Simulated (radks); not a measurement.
Q: Ionisation ladder of holmium, from Ho22+ to Ho43+. Each ion is in the ground configuration listed by NIST, and IE = E(next ion) - E(this ion). Calculated with a radial shooting solver on a logarithmic mesh with Libxc functionals: scalar-relativistic Kohn-Sham, BLYP, spin-polarised, spherical densities, finite nucleus; open shells are filled with parallel spins first (spin-orbit coupling, left out, can overturn this in heavy ions); Fermi nuclear charge, rms radius 5.2022 fm.

species      configuration  IE, Delta-SCF (eV)  <r> HOMO (bohr)
Ho22+             [Kr] 4d9                   ?            0.530
Ho23+             [Kr] 4d8              801.60            0.524
Ho24+             [Kr] 4d7              843.31            0.519
Ho25+             [Kr] 4d6              885.46            0.514
Ho26+             [Kr] 4d5              939.50            0.508
Ho27+             [Kr] 4d4              983.67            0.503
Ho28+             [Kr] 4d3              1028.3            0.499
Ho29+             [Kr] 4d2              1073.3            0.494
Ho30+             [Kr] 4d1                   ?            0.489
Ho31+                 [Kr]              1318.0            0.483
Ho32+    [Ar] 3d10 4s2 4p5                   ?            0.480
Ho33+    [Ar] 3d10 4s2 4p4              1408.8            0.476
Ho34+    [Ar] 3d10 4s2 4p3              1467.4            0.473
Ho35+    [Ar] 3d10 4s2 4p2              1514.6            0.470
Ho36+    [Ar] 3d10 4s2 4p1                   ?            0.467
Ho37+        [Ar] 3d10 4s2              1729.4            0.454
Ho38+        [Ar] 3d10 4s1              1783.0            0.451
Ho39+            [Ar] 3d10              3034.7            0.201
Ho40+             [Ar] 3d9              3144.8            0.200
Ho41+             [Ar] 3d8              3256.0            0.198
Ho42+             [Ar] 3d7              3368.1            0.196
Ho43+             [Ar] 3d6              3481.1            0.195

Estimate the withheld Delta-SCF values.

A: Ho22+: 760.35 eV (NIST 755); Ho30+: 1118.7 eV (NIST 1122); Ho32+: 1363.5 eV (NIST 1346); Ho36+: 1561.2 eV (NIST 1598).
